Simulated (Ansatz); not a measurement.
Wavefunction ladder for `F[Si]1([SiH3])C[SiH2]1`

```xyz
12

F     1.5975    1.4312    0.9813
Si    0.4210    0.5507    0.3421
Si    1.1365   -1.5755   -0.2745
C    -0.8365    1.4547   -0.5986
Si   -1.9925    0.8052    0.8579
H     2.5223   -1.5139   -0.8092
H     0.2100   -2.0644   -1.3262
H     1.1004   -2.4821    0.9007
H    -0.7367    2.5383   -0.6101
H    -1.0954    1.0586   -1.5771
H    -0.5083    0.4561    1.6930
H    -1.8183   -0.6587    0.4207
```

The species carries charge 0 and has multiplicity 1. The geometry is a stationary point of PBE0-D4/def2-TZVP. Frozen core, restricted reference, Ansatz 0.2.0. CBS rows extrapolate triple and quadruple zeta; past MP2 they add the triple-zeta difference.

```tsv
basis	HF (Eh)	MP2 corr.
def2-TZVPP	-1008.27138	-0.79132
def2-QZVPP	-1008.30461	-0.85356
```

Task: Estimate the CCSD correlation energy and the (T) correction in each basis where they were run (hartree).

Result: 
```
     basis  CCSD corr.       (T)
def2-TZVPP    -0.85083  -0.03321
 CBS(def2)    -0.95917     as TZ
```
